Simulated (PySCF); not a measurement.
Species: [Hf(H)4] (charge 0, multiplicity 1).

### Question
Estimate the HOMO–LUMO gap, HOMO and charge on the central atom (Mulliken) that PBE-D3(BJ)/def2-TZVP // r2SCAN-D4/def2-SVP (PySCF) returns for this input.

### Answer

```json
{
 "HOMO–LUMO gap": "4.05 eV",
 "HOMO": "-7.12 eV",
 "charge on the central atom (Mulliken)": "0.69 e"
}
```
